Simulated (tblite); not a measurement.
Compound: C₇H₉N₂ (doublet state).
Geometry (GFN2-xTB, Å), atoms numbered from 1 in this order:
```
atom  x, y, z in Å
N1    -0.3284    1.9776   -0.6043
C2     0.3265    0.8716   -0.3740
C3     1.6056    0.5620   -0.9454
C4     2.1938   -0.6573   -0.7591
C5     1.5650   -1.6281    0.0238
C6     0.3417   -1.3516    0.6219
C7    -0.2772   -0.1302    0.4710
C8    -1.5876    0.1728    1.1432
N9    -2.6551    0.4312    0.1898
H10    0.1943    2.6492   -1.1624
H11    2.0748    1.3120   -1.5682
H12    3.1486   -0.8752   -1.2156
H13    2.0363   -2.5871    0.1769
H14   -0.1254   -2.1026    1.2442
H15   -1.8842   -0.6701    1.7745
H16   -1.4879    1.0631    1.7694
H17   -2.7092   -0.3215   -0.4895
H18   -2.4403    1.2905   -0.3080
```

Computed values, GFN2-xTB/tblite, gas phase, harmonic and unscaled. The method is semi-empirical: single wavenumbers can be off by several per cent or more. One conformer, not necessarily the lowest. Open shells enter through the occupations alone, without spin polarisation, and single modes of such species can be off by tens of per cent.

Harmonic wavenumbers (cm⁻¹): 53.5, 111.8, 178.2, 251.0, 304.1, 356.5, 408.2, 435.9, 448.8, 523.9, 562.2, 643.6, 704.2, 755.0, 764.0, 839.2, 853.5, 883.2, 906.8, 917.3, 969.0, 1066.0, 1077.2, 1097.7, 1110.8, 1164.3, 1175.0, 1195.0, 1267.5, 1294.6, 1308.5, 1344.4, 1371.2, 1433.7, 1450.5, 1470.3, 1505.9, 1549.6, 1570.7, 2951.2, 2964.8, 3061.0, 3067.1, 3076.6, 3093.9, 3340.6, 3370.6, 3403.5.

A = 2970, B = 1449, C = 1032 MHz; mass 121.077 u (most abundant isotopes); point group C1, symmetry number 1; spin multiplicity 2.

Problem. Zero-point energy?

Solution. Half the sum of the wavenumbers: 31826 cm⁻¹ = 91.00 kcal/mol.

Problem. Entropy at 200 K, 1 bar (ideal gas, RRHO, classical rotation)?

Solution. Translation 38.33, rotation 27.48, vibration 12.47, spin (R ln 2) 1.38: S = 79.7 cal/(mol K).

Problem. And Cp and H(200 K) − H(0)?

Solution. Cp = 24.15 cal/(mol K), of which vibrations give 16.20 (their classical limit is 48 R = 95.4); H(200 K) − H(0) = 3.03 kcal/mol without the zero-point energy, 1.44 from vibrations.

Problem. Blend soft modes into free rotors: weight 1/[1 + (100 cm⁻¹/ν̃)⁴] for the oscillator and the rest for a rotor with moment μB/(μ + B), μ = h/(8π²ν), B = 10⁻⁴⁴ kg m². What vibrational entropy results?

Solution. 11.72 cal/(mol K) in place of 12.47, which changes −T·S at 200 K by +0.15 kcal/mol.

Problem. How do the functions run with temperature in this model?

Solution. 
```json
{"T (K)": "50", "S (cal/(mol K))": "57.9", "Cp (cal/(mol K))": "10.9", "H − H(0) (kcal/mol)": "0.46", "G − H(0) (kcal/mol)": "-2.44", "ln q(vib)": "0.29"}
{"T (K)": "100", "S (cal/(mol K))": "66.6", "Cp (cal/(mol K))": "14.8", "H − H(0) (kcal/mol)": "1.10", "G − H(0) (kcal/mol)": "-5.57", "ln q(vib)": "0.98"}
{"T (K)": "298.15", "S (cal/(mol K))": "91.2", "Cp (cal/(mol K))": "34.5", "H − H(0) (kcal/mol)": "5.90", "G − H(0) (kcal/mol)": "-21.29", "ln q(vib)": "4.53"}
{"T (K)": "373.15", "S (cal/(mol K))": "99.8", "Cp (cal/(mol K))": "42.2", "H − H(0) (kcal/mol)": "8.78", "G − H(0) (kcal/mol)": "-28.46", "ln q(vib)": "6.07"}
{"T (K)": "500", "S (cal/(mol K))": "113.8", "Cp (cal/(mol K))": "53.5", "H − H(0) (kcal/mol)": "14.88", "G − H(0) (kcal/mol)": "-42.01", "ln q(vib)": "8.81"}
{"T (K)": "750", "S (cal/(mol K))": "138.6", "Cp (cal/(mol K))": "68.5", "H − H(0) (kcal/mol)": "30.29", "G − H(0) (kcal/mol)": "-73.64", "ln q(vib)": "14.31"}
{"T (K)": "1000", "S (cal/(mol K))": "159.7", "Cp (cal/(mol K))": "77.9", "H − H(0) (kcal/mol)": "48.68", "G − H(0) (kcal/mol)": "-110.99", "ln q(vib)": "19.61"}
```

q(vib) and H(0) count from the zero-point level.

Problem. What must be added to the electronic energy to get the Gibbs energy at 200 K and 1 bar?

Solution. ZPE + [H(200 K) − H(0)] − T·S = 91.00 + 3.03 − 15.93 = 78.10 kcal/mol.

Problem. Which modes carry the vibrational entropy at 200 K?

Solution. 53.5 cm⁻¹: 3.90; 111.8 cm⁻¹: 2.47; 178.2 cm⁻¹: 1.62; 251.0 cm⁻¹: 1.06; 304.1 cm⁻¹: 0.79; 356.5 cm⁻¹: 0.58 cal/(mol K); the other 42 give 2.05 together.

Hindered rotation and anharmonicity are outside this model. Other conformers, if any are populated, would add a mixing term that is left out. The structure is chiral; the term R ln 2 for an equal mix with its mirror image is left out.
